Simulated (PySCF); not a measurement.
BH3N, SMILES [NH]B, multiplicity 2.

Geometry: PBE-D3(BJ)/def2-TZVP. The isomer is the one that the SMILES or the coordinates give; other isomers of the formula were not compared.

All values below come from TDA-CAM-B3LYP/def2-TZVPD (PySCF 2.14.0).

Vertical excitations. Isolated molecule, no solvent.

| state | energy (eV) | λ (nm) | f | main pairs |
|---|---|---|---|---|
| root 1 | 2.10 | 591 | 0.000 | β HOMO→LUMO 98 % |
| root 2 | 5.16 | 240 | 0.062 | β HOMO−1→LUMO 89 % |
| root 3 | 5.89 | 211 | 0.000 | α HOMO→LUMO+1 95 % |
| root 4 | 6.24 | 199 | 0.005 | α HOMO−1→LUMO+1 40 %, β HOMO→LUMO+2 52 % |
| root 5 | 6.52 | 190 | 0.025 | β HOMO−2→LUMO 91 % |
| root 6 | 6.97 | 178 | 0.002 | α HOMO→LUMO 81 %, α HOMO→LUMO+2 13 % |
| root 7 | 7.52 | 165 | 0.013 | α HOMO−1→LUMO 6 %, β HOMO→LUMO+1 63 %, β HOMO→LUMO+3 24 % |
| root 8 | 7.78 | 159 | 0.031 | α HOMO→LUMO+2 80 %, α HOMO→LUMO 13 % |
| root 9 | 7.88 | 157 | 0.000 | β HOMO−1→LUMO+2 92 % |
| root 10 | 7.98 | 155 | 0.043 | α HOMO−1→LUMO 63 %, α HOMO−1→LUMO+2 23 %, β HOMO→LUMO+1 10 % |
Unrestricted roots are not spin-pure.
